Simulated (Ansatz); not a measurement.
One change: `F[C@@H]1[C@@H](F)C(F)(F)[C@H]1F` becomes `F[C@@H]1C[C@@H](F)C1(F)F`.

Ansatz, PBE0-D4/def2-TZVP geometries, multiplicity 1. 

```json
{"property": "zero-point energy (PBE0-D4/def2-TZVP) / kJ/mol", "`F[C@@H]1[C@@H](F)C(F)(F)[C@H]1F`": "189.9"}
{"property": "LUMO energy (ωB97M-V/def2-TZVPP) / eV", "`F[C@@H]1[C@@H](F)C(F)(F)[C@H]1F`": "2.04"}
{"property": "HOMO–LUMO gap (PBE0/def2-TZVPP) / eV", "`F[C@@H]1[C@@H](F)C(F)(F)[C@H]1F`": "9.32"}
{"property": "size of the dipole moment (ωB97M-V/def2-TZVPP) / D", "`F[C@@H]1[C@@H](F)C(F)(F)[C@H]1F`": "1.48"}
{"property": "HOMO–LUMO gap (PBE/def2-TZVPP) / eV", "`F[C@@H]1[C@@H](F)C(F)(F)[C@H]1F`": "6.51"}
{"property": "LUMO energy (PBE0/def2-TZVPP) / eV", "`F[C@@H]1[C@@H](F)C(F)(F)[C@H]1F`": "0.03"}
```

Question: What does the change do to each property? (Best estimate.)

Answer: Ansatz gave: 
| property | `F[C@@H]1C[C@@H](F)C1(F)F` | shift |
| --- | --- | --- |
| zero-point energy (PBE0-D4/def2-TZVP) / kJ/mol | 210.2 | 20.3 |
| LUMO energy (ωB97M-V/def2-TZVPP) / eV | 2.40 | 0.36 |
| HOMO–LUMO gap (PBE0/def2-TZVPP) / eV | 9.53 | 0.21 |
| size of the dipole moment (ωB97M-V/def2-TZVPP) / D | 2.25 | 0.77 |
| HOMO–LUMO gap (PBE/def2-TZVPP) / eV | 6.79 | 0.28 |
| LUMO energy (PBE0/def2-TZVPP) / eV | 0.49 | 0.46 |

With PBE0 the HOMO rises by 0.25 eV and the LUMO rises by 0.46 eV, so the gap widens by about 0.21 eV. PBE moves the HOMO by 0.20 eV and ωB97M-V by 0.24 eV. Dipoles are sizes alone; their direction can turn.
